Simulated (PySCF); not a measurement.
**Working with the constants of ZnGe**

LC-ωPBE constants of ZnGe, ³Σ⁻ (triplet), unpaired electrons π ↑↑ (Zn pcseg-1, Ge pcseg-1; no relativity (PySCF 2.14); masses 63.9291 and 73.9212 u):

```
ωe            : 182.4 cm⁻¹
ωexe          : 1.55 cm⁻¹
Be            : 0.081201 cm⁻¹
αe            : 0.000715 cm⁻¹
De to Zn + Ge : 0.64 eV
```

Task: What force constant and bond length do these constants imply?

Result: Reduced mass μred = 34.282 u; k = 5.8918×10⁻⁷·μred·ωe² (u, cm⁻¹, mdyn/Å) = 0.672 mdyn/Å; Re = √(16.8576/(μred·Be)) (u, cm⁻¹, Å) = 2.461 Å.

Task: Estimate the centrifugal constant D from the Kratzer relation and find the Dunham coefficient a1.

Result: D = 4Be³/ωe² = 6.44e-08 cm⁻¹; a1 = −1 − αeωe/(6Be²) = -4.30.

Spin–orbit coupling is left out. The state is the lowest determinant that a PBE0 search found; another state may lie lower at other levels.
